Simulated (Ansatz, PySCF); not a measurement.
Process, species as SMILES: C=CCCC(C)C + 7 [H][H] (H2) -> 7 C (CH4)
Geometries: B3LYP-D3(BJ)/def2-TZVP minima from Ansatz (a program for electronic structure), one conformer each, not searched for the lowest. Frequencies are from Ansatz or PySCF.

Quantity: energy of full hydrogenation (enthalpy at 298 K, with B3LYP-D3(BJ) rigid-rotor harmonic-oscillator terms), in kJ/mol. Cores are frozen in the correlated levels unless marked. No spin-orbit coupling. Non-relativistic. Basis-set limits of correlation are two-point, X^-3; Hartree-Fock from the larger set. [CCSD(T)-MP2]/basis is that difference in the basis named.

```
level           program  energy of full hydrogenation (kJ/mol)
--------------  -------  -------------------------------------
HF/STO-3G        Ansatz                                 -662.8
HF/aug-cc-pVDZ   Ansatz                                 -559.9
```

Question: Predict the RI-MP2/CBS(aug-cc-pVTZ,aug-cc-pVQZ)+[CCSD(T)-MP2]/aug-cc-pVTZ result (Ansatz).

Answer: -453.0 kJ/mol
